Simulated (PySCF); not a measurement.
Compound: C₉H₉ (doublet state).
Structure used (GFN2-xTB), in Å, numbered top down from 1:
```
atom  x, y, z in Å
C1     2.8104   -0.0089   -0.1172
C2     2.1282   -1.1762   -0.4536
C3     0.7610   -1.1838   -0.5536
C4     0.0096    0.0010   -0.3077
C5    -1.3551    0.0056   -0.3900
C6    -2.5909   -0.7290   -0.6294
C7    -2.6043    0.7443   -0.2554
C8     0.7302    1.1820    0.0318
C9     2.0979    1.1644    0.1209
H10    3.8872   -0.0138   -0.0417
H11    2.6858   -2.0835   -0.6378
H12    0.2281   -2.0848   -0.8189
H13   -2.9253   -1.4536    0.1032
H14   -2.8527   -1.0052   -1.6438
H15   -2.8763    1.4666   -1.0157
H16   -2.9455    1.0249    0.7340
H17    0.1724    2.0877    0.2187
H18    2.6307    2.0687    0.3798
```

The hyperfine couplings belong to this conformer and change with its torsions.

As a line formula: `c1ccc([C]2CC2)cc1` [radical].

Theory: PySCF, UKS B3LYP, pcH-1 on C H, non-relativistic, mean-field spin-orbit, GIAO. Geometry: GFN2-xTB, one conformer, isolated molecule. The geometry wasn't refined by DFT: couplings that depend on bond lengths, twists or pyramidal angles can differ widely from those at the functional's own minimum. No stability test was run, so a lower SCF solution isn't excluded. ⟨S²⟩ is 0.779 where a pure state has 0.75.

Mulliken spin populations: C1 +0.295, C2 -0.133, C3 +0.251, C4 -0.168, C5 +0.649, C6 -0.050, C7 -0.050, C8 +0.251, C9 -0.133, H10 -0.014, H11 +0.005, H12 -0.011, H13 +0.029, H14 +0.029, H15 +0.029, H16 +0.029, H17 -0.011, H18 +0.005.

(1) What dipolar couplings does the calculation give for H13, H14, H15, H16?

(2) Estimate them with point dipoles: put each population ρk at its nucleus, leave out the nucleus itself and the atom bound to it, and sum T = Σ [ρk/(2S)]·C·(3 n nᵀ − 1)/r³ with C = μ0 gₑ μB g_N μN/(4π h) = 79.06 MHz Å³.

Results:

(1) 
```csv
atom,position,distance from C5 (Å),T1 (MHz),T2,T3
H13,"β, 2 bonds from C5",2.20,-2.93,-2.76,5.69
H14,"β, 2 bonds from C5",2.20,-2.95,-2.81,5.76
H15,"β, 2 bonds from C5",2.20,-2.95,-2.80,5.75
H16,"β, 2 bonds from C5",2.20,-2.93,-2.77,5.70
```

(2) 
```csv
atom,T1 (MHz),T2,T3,"T3, computed",difference in T3 (%)
H13,-5.05,-4.21,9.26,5.69,+63
H14,-5.06,-4.21,9.27,5.76,+61
H15,-5.05,-4.21,9.26,5.75,+61
H16,-5.06,-4.22,9.28,5.70,+63
```
